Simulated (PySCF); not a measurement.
C2H3BO2

C2H3BO2 is a small molecule, neutral, singlet. The structure, one conformer, was relaxed in the gas phase by PBE0-D3(BJ)/def2-SVP. No frequency run checks that it is a minimum.

SMILES: C#CB(O)O

```xyz
8

O     0.536   -1.169   -1.269
B     0.433   -0.410   -0.153
O     1.375   -0.526    0.824
C    -0.751    0.572   -0.012
C    -1.663    1.362    0.133
H     1.316   -1.735   -1.235
H     1.209    0.056    1.571
H    -2.478    2.054    0.249
```
(Å; atoms numbered from 1)

Shieldings: GIAO PBE0/pcSseg-2. Shifts are against computed references at the same level: C TMS (σ 184.1 ppm), H TMS (σ 31.24 ppm). Core levels by delta-SCF with SCAN, pcX-2 on the ionised atom and pcseg-1 elsewhere, spin-free X2C; from the vacuum level, for chosen atoms.

**Question.** Give the shieldings and core levels atom by atom.

**Answer.** 
| atoms | bonded to | σ (ppm) | δ (ppm) | core level (eV) |
| --- | --- | --- | --- | --- |
| O1 | 1 B + 1 H | 209.8 | - | 1s 539.26 |
| B2 | 1 C + 2 O | 79.0 | - | 1s 197.97 |
| O3 | 1 B + 1 H | 195.0 | - | 1s 539.38 |
| C4 | 1 B + 1 C | 95.3 | 88.8 | - |
| C5 | 1 C + 1 H | 87.7 | 96.5 | - |
| H6 | 1 O | 27.52 | 3.73 | - |
| H7 | 1 O | 27.11 | 4.13 | - |
| H8 | 1 C | 29.17 | 2.08 | - |

Values are those of this one static structure; atoms that internal rotation interchanges would show their mean in an NMR spectrum.

Core levels of C4, C5 are left out, their hole states being strongly spin-contaminated.

**Question.** By CAM-B3LYP/def2-SVPD (TDDFT singlets, Tamm-Dancoff triplets, ionisation by delta-SCF), where does absorption start, and what does vertical ionisation take?

**Answer.** The first singlet with intensity lies at 6.23 eV (f 0.026); what lies below it is dark. The lowest singlet lies at 5.64 eV (f 0.000), the strongest of the first 6 at 7.64 eV (f 0.060), the lowest triplet at 4.79 eV; vertical ionisation takes 10.96 eV.

The 3 runs behind this took 2.2 min in all, one thread each of Arm Neoverse N1 on a shared host, launched as `OMP_NUM_THREADS=1 python cluster_run.py task.json out`.
